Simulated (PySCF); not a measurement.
## Telling isomers of C$_{6}$H$_{12}$N$_{2}$OSi apart by NMR

[PySCF: structure optimised with GFN2-xTB; σ from GIAO-PBE0/pcSseg-1; no relativistic terms; equivalent nuclei averaged; one computed conformer; gas phase]

Chemical shifts δ = σref − σ; TMS for 1H (σref 31.72), 13C (σref 186.93), all at this level. Where no couplings were computed, multiplicities follow the n + 1 count of equivalent neighbours, and m marks all less simple cases (inequivalent or close neighbours, rings, F or P nearby). Shifts are as computed. Against solution values, carbons near 30 ppm lie about +3 ppm off and those near 130 ppm about +5 ppm. Of 1211 compounds with measured shifts, 218 miss one by over three times the rms of a fit or turn the order of signals round; such compounds aren't used in these exercises.

(1) Tabulate the signals of `Cc1nnc([Si](C)(C)C)o1`, `COc1ccnn1[SiH](C)C` and their relative energies.

(2) What is the quickest way to tell Cc1nnc([Si](C)(C)C)o1 from COc1ccnn1[SiH](C)C?

## Answers

(1) 
```json
{"SMILES": "Cc1nnc([Si](C)(C)C)o1", "carbon types": "2×C 4×CH3", "δC": "176.0, 170.8, 13.5, -0.9", "δH": "2.66 (s, 3H), 0.38 (s, 9H)", "E rel. (kcal/mol)": "0.0"}
{"SMILES": "COc1ccnn1[SiH](C)C", "carbon types": "1×C 2×CH 3×CH3", "δC": "169.8, 145.9, 87.7, 58.5, -2.4", "δH": "7.54 (m, 1H), 5.50 (m, 1H), 5.35 (sept, 1H), 4.04 (s, 3H), 0.46 (d, 6H)", "E rel. (kcal/mol)": "6.6"}
```

Energies are electronic energies at PBE0/pcSseg-1 on these geometries, without zero-point or thermal terms, each for the one conformer computed, which needn't be the lowest.

(2) Count the carbon signals: 4 against 5. The first has a methyl carbon on an aromatic ring (CH3) at 13.5 ppm, the second an aromatic CH next to a ring nitrogen at 145.9 ppm. Their most deshielded carbons lie at 176.0 and 169.8 ppm. In the proton spectra the most deshielded non-exchanging signals are 2.66 (s, 3H) and 7.54 (m, 1H).
